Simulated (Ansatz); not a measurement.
Steps of a relaxation of `CN(C)CCCN` with RKS PBE-D4/def2-SVP.

```sh
$ ansatz run in.yaml --threads 2 --pin off --events-out ev --progress --plain --max-ram 22528MiB --backend cpu
```

```yaml
crystal:
  periodic: [false, false, false]
  atoms:
    - {symbol: C, position_ang: [0.483380, -2.182970, 0.466890]}
    - {symbol: N, position_ang: [-0.100700, -1.067430, -0.245980]}
    - {symbol: C, position_ang: [-0.579460, -1.481910, -1.546610]}
    - {symbol: C, position_ang: [0.811830, 0.062220, -0.326260]}
    - {symbol: C, position_ang: [0.066650, 1.384040, -0.509890]}
    - {symbol: C, position_ang: [-0.794760, 1.692420, 0.713220]}
    - {symbol: N, position_ang: [0.052260, 1.964640, 1.864600]}
    - {symbol: H, position_ang: [0.760540, -1.861180, 1.469410]}
    - {symbol: H, position_ang: [1.376740, -2.591980, -0.033210]}
    - {symbol: H, position_ang: [-0.257300, -2.977920, 0.550230]}
    - {symbol: H, position_ang: [0.230220, -1.849330, -2.199230]}
    - {symbol: H, position_ang: [-1.310270, -2.279770, -1.419900]}
    - {symbol: H, position_ang: [-1.069390, -0.646830, -2.042340]}
    - {symbol: H, position_ang: [1.547180, -0.069050, -1.140100]}
    - {symbol: H, position_ang: [1.352530, 0.126880, 0.619230]}
    - {symbol: H, position_ang: [-0.568210, 1.349100, -1.395290]}
    - {symbol: H, position_ang: [0.798840, 2.182250, -0.651680]}
    - {symbol: H, position_ang: [-1.394010, 0.808990, 0.942770]}
    - {symbol: H, position_ang: [-1.478410, 2.526010, 0.475610]}
    - {symbol: H, position_ang: [-0.512500, 2.096440, 2.695840]}
    - {symbol: H, position_ang: [0.584850, 2.815400, 1.712690]}
basis:
  gaussian: {orbitals: def2-SVP}
hamiltonian: {xc: pbe, dispersion: d4}
relax: {f_tol: 0.03, max_steps: 200}
```

Positions (Å) and forces (eV/Å) along the path, 4 of 4 steps:

```xyz
21
step=1 energy=-8375.9539 eV
C     0.483   -2.183    0.467   -0.307    0.491   -0.232
N    -0.101   -1.067   -0.246    0.092   -0.071    0.024
C    -0.579   -1.482   -1.547    0.114    0.209    0.612
C     0.812    0.062   -0.326   -0.565    0.155   -0.207
C     0.067    1.384   -0.510   -0.123   -0.530    0.722
C    -0.795    1.692    0.713    0.515    0.438   -0.010
N     0.052    1.965    1.865    0.227   -0.649   -0.130
H     0.761   -1.861    1.469    0.217    0.104    0.634
H     1.377   -2.592   -0.033    0.542   -0.309   -0.246
H    -0.257   -2.978    0.550   -0.375   -0.566    0.104
H     0.230   -1.849   -2.199    0.444   -0.228   -0.443
H    -1.310   -2.280   -1.420   -0.473   -0.490   -0.044
H    -1.069   -0.647   -2.042   -0.332    0.465   -0.412
H     1.547   -0.069   -1.140    0.463   -0.102   -0.357
H     1.353    0.127    0.619    0.327    0.049    0.480
H    -0.568    1.349   -1.395   -0.315    0.051   -0.608
H     0.799    2.182   -0.652    0.374    0.516   -0.203
H    -1.394    0.809    0.943   -0.403   -0.469    0.017
H    -1.478    2.526    0.476   -0.423    0.292   -0.194
H    -0.512    2.096    2.696   -0.221    0.136    0.473
H     0.585    2.815    1.713    0.222    0.509    0.020
21
step=2 energy=-8376.0586 eV
C     0.500   -2.205    0.469   -0.140    0.246   -0.138
N    -0.084   -1.088   -0.253   -0.008   -0.036   -0.002
C    -0.590   -1.495   -1.551    0.090    0.082    0.298
C     0.813    0.062   -0.330   -0.212    0.036   -0.005
C     0.063    1.388   -0.506   -0.011   -0.153    0.220
C    -0.797    1.735    0.714    0.194    0.007    0.035
N     0.047    1.973    1.884    0.068   -0.244   -0.144
H     0.791   -1.883    1.482    0.065    0.033    0.174
H     1.402   -2.631   -0.034    0.179   -0.114   -0.071
H    -0.244   -3.015    0.566   -0.106   -0.160    0.029
H     0.215   -1.868   -2.231    0.125   -0.076   -0.159
H    -1.334   -2.300   -1.429   -0.138   -0.142   -0.014
H    -1.090   -0.650   -2.053   -0.092    0.135   -0.110
H     1.570   -0.067   -1.142    0.146    0.005   -0.115
H     1.359    0.130    0.626    0.103   -0.001    0.152
H    -0.574    1.358   -1.408   -0.109    0.036   -0.184
H     0.803    2.195   -0.671    0.131    0.142   -0.103
H    -1.431    0.854    0.924   -0.147   -0.113    0.035
H    -1.478    2.580    0.458   -0.099    0.096   -0.067
H    -0.524    2.090    2.724   -0.067    0.063    0.127
H     0.582    2.837    1.761    0.024    0.159    0.041
21
step=3 energy=-8376.0708 eV
C     0.507   -2.205    0.470   -0.028    0.044   -0.023
N    -0.077   -1.087   -0.248    0.031   -0.057   -0.037
C    -0.598   -1.490   -1.542    0.014    0.020    0.057
C     0.819    0.065   -0.328   -0.009    0.004   -0.021
C     0.067    1.390   -0.513    0.015   -0.031    0.029
C    -0.795    1.738    0.705   -0.006    0.007   -0.008
N     0.044    1.955    1.884    0.016   -0.019   -0.036
H     0.815   -1.883    1.487    0.000   -0.005   -0.014
H     1.409   -2.646   -0.038   -0.008    0.002    0.004
H    -0.240   -3.018    0.581    0.011    0.008   -0.001
H     0.198   -1.871   -2.241   -0.013    0.003    0.009
H    -1.351   -2.297   -1.418    0.009    0.008    0.000
H    -1.102   -0.640   -2.043    0.005   -0.012    0.004
H     1.587   -0.061   -1.138    0.000   -0.010    0.007
H     1.367    0.136    0.635   -0.016    0.004   -0.015
H    -0.572    1.361   -1.422    0.009   -0.003    0.010
H     0.812    2.198   -0.695   -0.022   -0.009    0.008
H    -1.454    0.865    0.907    0.023    0.031   -0.008
H    -1.467    2.597    0.444    0.006    0.003    0.013
H    -0.533    2.054    2.727   -0.001    0.017   -0.006
H     0.565    2.837    1.786   -0.036   -0.006    0.027
21
step=4 energy=-8376.0716 eV
C     0.512   -2.205    0.469   -0.009    0.018   -0.007
N    -0.073   -1.088   -0.248    0.013   -0.026   -0.019
C    -0.602   -1.491   -1.537    0.005    0.010    0.023
C     0.821    0.064   -0.330   -0.007    0.004    0.017
C     0.071    1.389   -0.513    0.010    0.008   -0.022
C    -0.794    1.743    0.702   -0.017   -0.024   -0.005
N     0.040    1.952    1.886    0.015    0.003   -0.010
H     0.825   -1.883    1.483   -0.002   -0.004   -0.013
H     1.410   -2.649   -0.043   -0.010    0.004    0.004
H    -0.237   -3.018    0.584    0.010    0.010   -0.001
H     0.190   -1.873   -2.241   -0.011    0.003    0.007
H    -1.355   -2.296   -1.409    0.009    0.009    0.000
H    -1.108   -0.640   -2.038    0.005   -0.011    0.006
H     1.590   -0.064   -1.141   -0.012    0.004    0.007
H     1.369    0.136    0.632   -0.004   -0.003   -0.008
H    -0.567    1.361   -1.423    0.004    0.001    0.010
H     0.815    2.197   -0.695   -0.007   -0.011    0.003
H    -1.458    0.874    0.899    0.005    0.014    0.002
H    -1.460    2.606    0.440    0.018   -0.007   -0.001
H    -0.544    2.044    2.726    0.000    0.003   -0.008
H     0.553    2.840    1.799   -0.015   -0.006    0.015
```

Run time 17 s (2 threads of an AMD EPYC 7R13 on a shared host); peak host memory 0.29 GiB.
